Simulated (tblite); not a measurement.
Input of a run (GFN2-xTB geometry optimisation, gas phase (tblite 0.8.0)), started from a force field or distance geometry:
```
{"job": {"kind": "relax", "xc": "GFN2-xTB", "basis": "xTB"}, "charge": 0, "multiplicity": 1}
Si    -3.219900     0.231600    -0.664200
C     -1.826000    -0.548500     0.277100
C     -0.408000    -0.248700    -0.242600
C      0.616300    -1.174900     0.384900
C      2.030500    -0.818900    -0.045200
C      2.293300     0.666500     0.186400
Cl     3.879700     1.132900    -0.496000
C      1.186900     1.520100    -0.409900
O     -0.091100     1.107000     0.095000
H     -3.169900    -0.193000    -2.081100
H     -3.184900     1.714900    -0.599500
H     -4.529300    -0.226900    -0.100500
H     -1.993700    -1.635000     0.275500
H     -1.895400    -0.232000     1.329600
H     -0.392700    -0.347200    -1.336400
H      0.401500    -2.224100     0.145100
H      0.566800    -1.094200     1.489800
H      2.759100    -1.437100     0.488900
H      2.139900    -1.051400    -1.113000
H      2.349100     0.847400     1.275800
H      1.160800     1.459200    -1.505000
H      1.316600     2.571600    -0.146500
```

Output (eV, eV/Å):
```
step      E/eV     max force
  0    -811.84576    1.627
  1    -811.91876    0.529
  2    -811.93347    0.250
  3    -811.94444    0.229
  4    -811.95123    0.304
  5    -811.95685    0.224
  6    -811.96014    0.171
  7    -811.96237    0.106
  8    -811.96421    0.112
  9    -811.96605    0.115
 10    -811.96769    0.114
 11    -811.96903    0.089
 12    -811.97015    0.070
 13    -811.97121    0.068
 14    -811.97231    0.083
 15    -811.97345    0.079
 16    -811.97461    0.082
 17    -811.97573    0.091
 18    -811.97676    0.077
 19    -811.97785    0.081
 20    -811.97916    0.084
 21    -811.98069    0.101
 22    -811.98221    0.093
 23    -811.98359    0.096
 24    -811.98490    0.093
 25    -811.98623    0.087
 26    -811.98750    0.085
 27    -811.98858    0.073
 28    -811.98952    0.074
 29    -811.99044    0.086
 30    -811.99124    0.070
 31    -811.99181    0.049
 32    -811.99220    0.048
 33    -811.99256    0.051
 34    -811.99299    0.052
 35    -811.99348    0.050
 36    -811.99396    0.046
 37    -811.99436    0.043
 38    -811.99474    0.042
 39    -811.99517    0.042
 40    -811.99572    0.069
 41    -811.99645    0.078
 42    -811.99729    0.060
 43    -811.99809    0.056
 44    -811.99875    0.052
 45    -811.99933    0.068
 46    -811.99996    0.067
 47    -812.00071    0.061
 48    -812.00159    0.063
 49    -812.00252    0.058
 50    -812.00340    0.058
 51    -812.00414    0.055
 52    -812.00476    0.054
 53    -812.00534    0.055
 54    -812.00592    0.061
 55    -812.00656    0.068
 56    -812.00720    0.057
 57    -812.00777    0.054
 58    -812.00824    0.043
 59    -812.00867    0.056
 60    -812.00912    0.050
 61    -812.00957    0.049
 62    -812.00994    0.039
 63    -812.01019    0.033
 64    -812.01038    0.035
 65    -812.01057    0.036
 66    -812.01079    0.040
 67    -812.01108    0.035
 68    -812.01134    0.037
 69    -812.01170    0.045
 70    -812.01212    0.059
 71    -812.01258    0.061
 72    -812.01306    0.053
 73    -812.01359    0.070
 74    -812.01428    0.080
 75    -812.01516    0.077
 76    -812.01610    0.076
 77    -812.01689    0.060
 78    -812.01744    0.056
 79    -812.01784    0.043
 80    -812.01819    0.040
 81    -812.01847    0.049
 82    -812.01886    0.055
 83    -812.01931    0.044
 84    -812.01993    0.041
 85    -812.02032    0.046
 86    -812.02084    0.051
 87    -812.02136    0.060
 88    -812.02215    0.068
 89    -812.02327    0.074
 90    -812.02447    0.079
 91    -812.02416    0.142
 92    -812.02607    0.093
 93    -812.02677    0.066
 94    -812.02791    0.047
 95    -812.02923    0.098
 96    -812.03044    0.100
 97    -812.03169    0.090
 98    -812.03278    0.079
 99    -812.03345    0.061
100    -812.03423    0.060
101    -812.03505    0.065
102    -812.03580    0.055
103    -812.03615    0.037
104    -812.03640    0.033
105    -812.03659    0.030
106    -812.03681    0.030
107    -812.03700    0.026
108    -812.03719    0.025
109    -812.03736    0.022
110    -812.03750    0.022
111    -812.03763    0.029
112    -812.03775    0.027
113    -812.03789    0.022
114    -812.03803    0.023
115    -812.03815    0.027
116    -812.03827    0.028
117    -812.03843    0.030
118    -812.03866    0.032
119    -812.03892    0.033
120    -812.03914    0.035
121    -812.03931    0.031
122    -812.03947    0.028
123    -812.03959    0.023
124    -812.03967    0.015
125    -812.03972    0.016
126    -812.03977    0.017
127    -812.03984    0.022
128    -812.03993    0.023
129    -812.04003    0.024
130    -812.04011    0.022
131    -812.04019    0.023
132    -812.04030    0.022
133    -812.04044    0.027
134    -812.04057    0.025
135    -812.04065    0.015
136    -812.04069    0.011
137    -812.04072    0.010
138    -812.04075    0.012
139    -812.04078    0.012
140    -812.04081    0.010
141    -812.04083    0.010
```

Question: Summarise the run.

Answer: The energy falls by 0.195 eV over 141 L-BFGS steps, the largest force on an atom goes from 1.63 to 0.010 eV/Å, and the atoms move by 0.502 Å rms after alignment. The bond that changes most is Si1–C2 (SiH3 silicon to sp3 carbon bound to silicon), which lengthens by 0.053 Å. Bonds longer at the end by more than 0.005 Å: 5 of 22; shorter: 13. Among the angles that change most is Si1–C2–C3, from 116.0° to 107.6°. Among the dihedrals that turn most is Si1–C2–C3–O9, from 73° to 36°. The energy rose by more than 1e-5 eV at step 91. The first step brought 37 % of the lowering.

Question: What are the final bond lengths?

Answer: Si1–C2 1.907 Å, C2–C3 1.517 Å, C3–C4 1.530 Å, C4–C5 1.530 Å, C5–C6 1.523 Å, C6–Cl7 1.784 Å, C6–C8 1.530 Å, C8–O9 1.402 Å, C3–O9 1.421 Å, Si1–H10 1.463 Å, Si1–H11 1.458 Å, Si1–H12 1.470 Å, C2–H13 1.088 Å, C2–H14 1.090 Å, C3–H15 1.104 Å, C4–H16 1.090 Å, C4–H17 1.092 Å, C5–H18 1.091 Å, C5–H19 1.093 Å, C6–H20 1.093 Å, C8–H21 1.101 Å, C8–H22 1.092 Å. Numbering counts from 1 in the input's order; the species is `C1[C@@H](CC[C@H](O1)C[SiH3])Cl`.

On one thread of an Arm Neoverse V2, on a shared host, this took 1.2 s wall.

Its GFN2-xTB frequencies are all real (lowest 54 cm⁻¹). One conformer, not necessarily the lowest. 3 starts were optimised and ended at 0.00, 6.10 and 6.27 kcal/mol (GFN2-xTB); the lowest of these is shown.

These are computed values.
